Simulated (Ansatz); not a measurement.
Ansatz (a program for electronic structure) input (B3LYP-D3(BJ)/def2-TZVP):

Ansatz 0.2 input:
```yaml
crystal:
  periodic: [false, false, false]
  atoms:
    - {symbol: C, position_ang: [0.05046674, -0.02133426, -0.02063312]}
    - {symbol: N, position_ang: [1.13397614, -0.44680483, -0.32082007]}
    - {symbol: H, position_ang: [-0.97199966, -0.63408988, 0.09378680]}
    - {symbol: H, position_ang: [-0.24774203, 1.11121161, 0.23427214]}
basis:
  gaussian:
    orbitals: def2-TZVP
hamiltonian:
  xc: b3lyp
  dispersion: d3bj
total_charge: -1
relax: {f_tol: 0.002, max_steps: 150}
```

Output:

```
Functional definition: B3LYP
integrals: 0.01 GiB planned
423 factors; their error is unknown
mean field: 0.13 GiB planned
mean field evaluation 1: about -2558.0907 eV, gradient 1.7e1 eV
mean field evaluation 2: about -2556.3281 eV, gradient 3.3e1 eV
mean field evaluation 4: about -2558.7085 eV, gradient 1.8e0 eV
mean field evaluation 8: about -2558.7164 eV, gradient 1.1e-2 eV
mean field evaluation 16: about -2558.7179 eV, gradient 1.8e-5 eV
mean field -2558.71788046 eV, -94.0311477455 hartree, gradient 1.8e-5 eV, S^2 0.000000; 0 other end points of the search recorded, 0 dependent functions left out
the calculation of the forces begins
reference -2558.71808781 eV, -94.0311553654 hartree; 8, 8 occupied and 66, 66 virtual orbitals, 423 factors
relax step   1: F+E_penalty+E_count = -2558.77654268 eV  Δ(F+E_penalty+E_count) = +0.000e0 eV  max|allowed force component| = 2.542e0 eV/Å  Δτ_max = 0.0000 Å  (25 SCF iters, accepted)
these checks for a lower state are left out or cut short: starts, cluster_reference, orbital_swaps, neighbouring_geometries, increment
integrals: 0.01 GiB planned
423 factors; their error is unknown
mean field: 0.14 GiB planned
mean field -2558.76082802 eV, -94.0327260392 hartree, gradient 3.7e-6 eV, S^2 0.000000; 0 other end points of the search recorded, 0 dependent functions left out
the calculation of the forces begins
reference -2558.76103283 eV, -94.0327335659 hartree; 8, 8 occupied and 66, 66 virtual orbitals, 423 factors
relax step   2: F+E_penalty+E_count = -2558.81943746 eV  Δ(F+E_penalty+E_count) = -4.289e-2 eV  max|allowed force component| = 1.102e0 eV/Å  Δτ_max = 0.0147 Å  (30 SCF iters, accepted)
these checks for a lower state are left out or cut short: starts, cluster_reference, orbital_swaps, neighbouring_geometries, increment
integrals: 0.01 GiB planned
423 factors; their error is unknown
mean field: 0.14 GiB planned
mean field -2558.76065867 eV, -94.0327198160 hartree, gradient 7.0e-6 eV, S^2 0.000000; 0 other end points of the search recorded, 0 dependent functions left out
the calculation of the forces begins
reference -2558.76086097 eV, -94.0327272502 hartree; 8, 8 occupied and 66, 66 virtual orbitals, 423 factors
relax step   3: F+E_penalty+E_count = -2558.81926967 eV  Δ(F+E_penalty+E_count) = +1.678e-4 eV  max|allowed force component| = 5.449e-1 eV/Å  Δτ_max = 0.0457 Å  (30 SCF iters, rejected (line search))
these checks for a lower state are left out or cut short: starts, cluster_reference, orbital_swaps, neighbouring_geometries, increment
integrals: 0.01 GiB planned
423 factors; their error is unknown
mean field: 0.14 GiB planned
mean field evaluation 32: about -2558.7747 eV, gradient 1.9e-2 eV
mean field -2558.77608790 eV, -94.0332868297 hartree, gradient 3.8e-6 eV, S^2 0.000000; 0 other end points of the search recorded, 0 dependent functions left out
the calculation of the forces begins
reference -2558.77629060 eV, -94.0332942786 hartree; 8, 8 occupied and 66, 66 virtual orbitals, 423 factors
relax step   4: F+E_penalty+E_count = -2558.83470170 eV  Δ(F+E_penalty+E_count) = -1.526e-2 eV  max|allowed force component| = 1.633e-1 eV/Å  Δτ_max = 0.0228 Å  (31 SCF iters, accepted)
these checks for a lower state are left out or cut short: starts, cluster_reference, orbital_swaps, neighbouring_geometries, increment
integrals: 0.01 GiB planned
423 factors; their error is unknown
mean field: 0.14 GiB planned
mean field -2558.77660460 eV, -94.0333058181 hartree, gradient 3.6e-6 eV, S^2 0.000000; 0 other end points of the search recorded, 0 dependent functions left out
the calculation of the forces begins
reference -2558.77680749 eV, -94.0333132741 hartree; 8, 8 occupied and 66, 66 virtual orbitals, 423 factors
relax step   5: F+E_penalty+E_count = -2558.83521723 eV  Δ(F+E_penalty+E_count) = -5.155e-4 eV  max|allowed force component| = 2.892e-2 eV/Å  Δτ_max = 0.0036 Å  (32 SCF iters, accepted)
these checks for a lower state are left out or cut short: starts, cluster_reference, orbital_swaps, neighbouring_geometries, increment
integrals: 0.01 GiB planned
423 factors; their error is unknown
mean field: 0.14 GiB planned
mean field -2558.77669179 eV, -94.0333090223 hartree, gradient 3.6e-6 eV, S^2 0.000000; 0 other end points of the search recorded, 0 dependent functions left out
the calculation of the forces begins
reference -2558.77689456 eV, -94.0333164739 hartree; 8, 8 occupied and 66, 66 virtual orbitals, 423 factors
relax step   6: F+E_penalty+E_count = -2558.83530184 eV  Δ(F+E_penalty+E_count) = -8.460e-5 eV  max|allowed force component| = 3.253e-3 eV/Å  Δτ_max = 0.0024 Å  (31 SCF iters, accepted)
these checks for a lower state are left out or cut short: starts, cluster_reference, orbital_swaps, neighbouring_geometries, increment
integrals: 0.01 GiB planned
423 factors; their error is unknown
mean field: 0.14 GiB planned
mean field -2558.77669213 eV, -94.0333090345 hartree, gradient 3.6e-6 eV, S^2 0.000000; 0 other end points of the search recorded, 0 dependent functions left out
the calculation of the forces begins
reference -2558.77689489 eV, -94.0333164859 hartree; 8, 8 occupied and 66, 66 virtual orbitals, 423 factors
relax step   7: F+E_penalty+E_count = -2558.83530197 eV  Δ(F+E_penalty+E_count) = -1.373e-7 eV  max|allowed force component| = 1.109e-4 eV/Å  Δτ_max = 0.0001 Å  (32 SCF iters, accepted)
integrals: 0.01 GiB planned
423 factors; their error is unknown
mean field: 0.14 GiB planned
mean field evaluation 64: about -2558.7767 eV, gradient 3.5e-6 eV
mean field -2558.77669213 eV, -94.0333090345 hartree, gradient 3.6e-6 eV, S^2 0.000000; 1 other end points of the search recorded, 0 dependent functions left out
the calculation of the forces begins
reference -2558.77689489 eV, -94.0333164859 hartree; 8, 8 occupied and 66, 66 virtual orbitals, 423 factors
Total energy: -2558.83550474 eV, -94.0354703581 hartree
Atom 0 at     0.022328    -0.009989    -0.012030 Å, force    -0.000074    -0.000044    -0.000005 eV/Å
Atom 1 at     1.134230    -0.446736    -0.321922 Å, force     0.000111    -0.000002    -0.000019 eV/Å
Atom 2 at    -0.951333    -0.623116     0.091419 Å, force    -0.000045    -0.000004     0.000013 eV/Å
Atom 3 at    -0.240524     1.088823     0.229139 Å, force     0.000008     0.000051     0.000011 eV/Å
Dipole moment:    -0.311457     0.122339     0.086805 e Å
```

It need not be the lowest isomer of its formula. Whether it binds its extra electron was not tested at this geometry.
